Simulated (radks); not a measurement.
Problem. All-electron atom: Mo V in [Kr] 4d2. All-electron calculation, Dirac Kohn-Sham, XLYP, spin-unpolarised, spherical densities, finite nucleus; open shells are shared between the two j in proportion to 2j + 1; Fermi nuclear charge, rms radius 4.4091 fm. Program: a radial shooting solver on a logarithmic mesh with Libxc functionals. Some entries of the table are withheld. Estimate them.

orbital,occ.,eigenvalue (Ry),<r^2> (bohr^2)
1s1/2,2,-1460.219,0.001668
2s1/2,2,-209.3048,0.02779
2p1/2,2,-192.8581,(1)
2p3/2,4,-185.0204,(2)
3s1/2,2,-38.57608,0.2107
3p1/2,2,-32.31997,0.2087
3p3/2,4,-31.02840,0.2190
3d3/2,4,(3),(4)
3d5/2,6,(5),(6)
4s1/2,2,-8.16764,1.334
4p1/2,2,(7),(8)
4p3/2,4,(9),(10)
4d3/2,0.8,(11),2.701
4d5/2,1.2,(12),2.737

Solution. 
(1) 2p1/2 <r^2> (bohr^2): 0.02098
(2) 2p3/2 <r^2> (bohr^2): 0.02235
(3) 3d3/2 eigenvalue (Ry): -19.96707
(4) 3d3/2 <r^2> (bohr^2): 0.2051
(5) 3d5/2 eigenvalue (Ry): -19.72230
(6) 3d5/2 <r^2> (bohr^2): 0.2085
(7) 4p1/2 eigenvalue (Ry): -6.34422
(8) 4p1/2 <r^2> (bohr^2): 1.574
(9) 4p3/2 eigenvalue (Ry): -6.14661
(10) 4p3/2 <r^2> (bohr^2): 1.646
(11) 4d3/2 eigenvalue (Ry): -3.41136
(12) 4d5/2 eigenvalue (Ry): -3.38761
